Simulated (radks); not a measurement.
Values are calculated unless marked as measured or tabulated.
Spherical quantum dot in the effective-mass picture: electrons in a hard-walled sphere of radius 2.28, all in effective atomic units (hartree* = m*/eps^2 hartree, bohr* = eps/m* bohr), one dielectric constant everywhere. Level of theory: non-relativistic Kohn-Sham, LDA (Slater exchange, Perdew-Wang correlation), spin-polarised, spherical densities (a radial shooting solver with Libxc functionals). Levels are named by radial order and angular momentum (1s, 1p, 1d, 2s, ...), and open shells are averaged over m. Results are scaled to m* = 0.07 and eps = 6.1, for which hartree* = 51.19 meV and bohr* = 4.611 nm.

N = 9, configuration 1s2 1p6 1d(up 1, down 0). This is the lowest configuration that the search found. Occupied and some empty levels:

level    occupation  eigenvalue (meV)  <r> (nm)
1s up             1            318.49     6.057
1s down           1            320.22     6.042
1p up             3            356.06     6.689
1p down           3            358.01     6.684
1d up             1            411.07     7.112
1d down           0            413.13     7.110
2s up             0            468.59     4.980
2s down           0            469.64     4.986
1f up             0            481.19     7.426
1f down           0            483.29     7.426
2p up             0            562.77     5.590
2p down           0            564.02     5.589

Energy (meV): total 1958.93, kinetic 897.95, external 0, Hartree 1310.5, exchange-correlation -249.55.

Electron density:

r (nm)  n(r) (e/nm^3)
0.534        0.001150
1.32         0.001377
2.11         0.001781
2.90         0.002325
3.68         0.002940
4.47         0.003518
5.26         0.003913
6.05         0.003969
6.83         0.003579
7.62         0.002754
8.41         0.001687
9.19        0.0007071
9.98        0.0001122
